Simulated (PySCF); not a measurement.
This PySCF input asks for the NMR shieldings of SMILES COB(C[SiH3])O[SiH3], C2H11BO2Si2; the geometry comes from GFN2-xTB.

```python
import basis_set_exchange as bse
import numpy as np
from pyscf import gto, dft
from pyscf.prop import nmr

atoms = """
C    -1.265040    2.312741   -0.869198
O    -0.201066    1.423319   -1.124868
B    -0.128096    0.178577   -0.606162
C     1.159866   -0.677051   -0.934542
Si    2.432756   -0.535054    0.467430
O    -1.098282   -0.287469    0.207446
Si   -1.659076   -1.400796    1.218840
H    -1.958382    2.300431   -1.714161
H    -1.804038    2.036464    0.039388
H    -0.846114    3.314991   -0.762782
H     1.620399   -0.336128   -1.859789
H     0.902505   -1.727774   -1.063437
H     3.593557   -1.368987    0.129326
H     1.869653   -1.012456    1.735928
H     2.873369    0.853008    0.629935
H    -2.982884   -1.737628    0.695839
H    -0.802820   -2.588902    1.275046
H    -1.715067   -0.740969    2.524104
"""
names = dict.fromkeys(["C", "O", "B", "Si", "H"], "pcSseg-1")
basis = {el: gto.basis.parse(bse.get_basis(n, elements=[el], fmt="nwchem")) for el, n in names.items()}
mol = gto.M(atom=atoms, basis=basis, charge=0, verbose=0)
mf = dft.RKS(mol, xc="PBE0")
mf.grids.level = 2
mf.grids.alignment = dft.numint.BLKSIZE   # the property module wants whole blocks of grid points
mf.conv_tol = 1e-9
mf.kernel()

calc = nmr.RKS(mf)   # GIAO
C = mf.mo_coeff
Co = C[:, mf.mo_occ > 0]
resp = mf.gen_response(singlet=True, hermi=2)
def vind(x):   # induced exchange potential for any number of trial vectors
    d = np.einsum("pi,xij,qj->xpq", C, 2 * x.reshape(-1, C.shape[1], Co.shape[1]), Co, optimize=True)
    return np.einsum("xpq,pi,qj->xij", resp(d - d.transpose(0, 2, 1)), C, Co, optimize=True).ravel()
mo1, _ = nmr.rhf.solve_mo1(calc, with_cphf=vind)
sigma = calc.kernel(mo1)
for i, s in enumerate(sigma):   # ppm
    print("%2d %-2s %9.2f" % (i, mol.atom_pure_symbol(i), np.trace(s) / 3))
```

Task: Give the expected output.

Result: 
```
 0 C     134.04
 1 O     224.58
 2 B      73.55
 3 C     190.71
 4 Si    422.96
 5 O     240.30
 6 Si    395.26
 7 H      28.03
 8 H      27.34
 9 H      27.95
10 H      31.53
11 H      31.72
12 H      27.61
13 H      27.82
14 H      27.84
15 H      26.62
16 H      26.47
17 H      26.60
```

These numbers come from an equivalent density-fitted implementation of the same equations, which agrees with the script to about 0.01 ppm for H and up to a few tenths of a ppm for heavy atoms, so last digits may differ.

Size and cost of the density-fitted run: 188 basis functions, 53 s wall time on 1 thread of an Arm Neoverse N1, shared host; peak memory 0.9 GiB.
